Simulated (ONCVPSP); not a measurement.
## LDA (Perdew-Zunger) ONCV dataset for B, non-relativistic all-electron reference.

```json
{
  "Element": "boron",
  "Generator": "ONCVPSP 4.0.1",
  "Type": "optimised norm-conserving Vanderbilt (ONCV)",
  "Functional": "LDA (Perdew-Zunger)",
  "Relativity": "non-relativistic",
  "Frozen core": "none",
  "Valence charge": "5",
  "Reference configuration": "1s2 2s2 (charge +1)",
  "Partial waves": "1s+2s: rc 0.55 bohr, ncon 4, nbas 8, qcut 17.6 1/bohr, 2 projectors; p scattering state at 0.16 Ha: rc 0.45 bohr, ncon 4, nbas 8, qcut 17.6 1/bohr, 1 projector",
  "Local potential": "polynomial inside 0.45 bohr (lpopt 5, dvloc0 1 Ha)",
  "Core correction": "none"
}
```

Poles of the logarithmic derivatives, all-electron (AE) and pseudo (PS). s: poles at -3.9 (AE) and -3.9 (PS) Ha. p: poles at no energy (AE) and no energy (PS) Ha. Test radii: s 0.56, p 0.46 bohr.

* Cutoffs needed: 146 Ha and 478 Ha (the cutoffs (Ha) at which the residual kinetic energy of the hardest occupied pseudo-wave falls to 1 and 0.1 mHa per electron)
* Ghost test: no bound ghost flagged; no localised positive-energy state flagged
* Largest excitation error: +10 meV (all-electron minus pseudo) for 1s2 2s0 2p3, out of 4 test configurations
